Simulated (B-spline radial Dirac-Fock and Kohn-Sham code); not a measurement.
# Core-level shifts of gold with charge state

Level of theory: Dirac-Fock energy differences between relaxed states, corrected for Breit and QED terms; an atomic code on a B-spline grid. Each ion is free and in its tabulated ground configuration. Electron correlation is not included.

Reference: Au⁸⁺, [Xe] 4f14 5d3, with 2s 14507.2 eV, 3p1/2 3299.1 eV, 4s 911.1 eV, 4f5/2 227.7 eV, 5s 250.0 eV, Kα1 (K-L3) 68800.0 eV, Kβ1 (K-M3) 77971.0 eV, Lα1 (L3-M5) 9713.7 eV. Shifts from it, in eV (a dash: the subshell is empty, belongs to an open shell averaged over j, or its hole state is left out as unreliable):

```
  ion           configuration      2s   3p1/2      4s   4f5/2      5s    Kα1    Kβ1    Lα1
 Au⁹⁺           [Xe] 4f14 5d2   +22.8   +22.4   +22.0   +21.7   +19.9  -0.06  +0.39  +0.41
Au¹⁰⁺           [Xe] 4f14 5d1   +46.6   +45.7   +44.7   +44.2   +40.4  -0.11  +0.86  +0.89
Au¹¹⁺               [Xe] 4f14   +71.2   +69.9   +68.2   +67.5   +61.5  -0.15  +1.40  +1.42
Au¹²⁺  [Kr] 4d10 4f14 5s2 5p5   +99.8   +97.5   +95.1   +94.1   +83.2  +0.87  +3.38  +2.22
Au¹³⁺  [Kr] 4d10 4f14 5s2 5p4  +129.0  +125.8  +122.5  +121.3  +105.2  +2.01  +5.57  +3.04
```

Over this range L1 (2s) moves by +129.0 eV and Kα1 by +2.0 eV: a line is a difference of two levels that shift in the same direction.

Values without a named source are computed, but for edge energies of neutral atoms, which are taken from tables.
